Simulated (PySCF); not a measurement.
Question: Give a GFN2-xTB geometry of InChI=1S/C6H10O2/c1-3-6(8)4-5(2)7/h4,8H,3H2,1-2H3/p-1/b6-4-. (Charge -1.)

Answer: 
Z-matrix in Å and degrees, rows numbered from 1:
```
C 
C   1  1.5255
C   2  1.5489  1  110.50
O   3  1.2452  2  117.35  1  -101.33
C   3  1.3967  2  114.13  1    77.93
C   5  1.4066  3  127.76  2  -178.57
C   6  1.5242  5  117.40  3     0.01
O   6  1.2466  5  123.55  3   179.95
H   1  1.0888  2  109.99  3    59.15
H   1  1.0883  2  109.99  3   -59.87
H   1  1.0928  2  111.41  3   179.55
H   2  1.0933  1  109.70  3   121.43
H   2  1.0939  1  109.59  3  -119.36
H   5  1.0852  3  117.00  2     1.39
H   7  1.0880  6  109.70  5    60.90
H   7  1.0875  6  109.88  5   -56.69
H   7  1.0904  6  109.87  5  -178.10
```

Of the pairs four or more bonds apart, O4···C7 is among the closest relative to their van der Waals radii: 2.84 Å, 88 % of the sum of Bondi's values. C6 (ketone carbonyl carbon) is planar (angles 123.5°, 119.1° and 117.4°, sum 360.0°, 0.00 Å off the plane of its three neighbours). C3 (vinylic carbon bearing oxygen) is planar (angles 128.5°, 117.4° and 114.1°, sum 360.0°, 0.01 Å off the plane of its three neighbours). C5 (carbon bonded to 2 C and H) is planar (angles 127.8°, 117.0° and 115.2°, sum 360.0°, 0.00 Å off the plane of its three neighbours).

Structure optimised with GFN2-xTB, isolated species.

Point group: C1 (no symmetry element, even within 0.4 Å). Whether it is a minimum is left open (no frequencies). Torsions: C1–C2–C3–O4 -101°, C3–C5–C6–C7 0°.

One conformer stands for the species.

These are computed values.
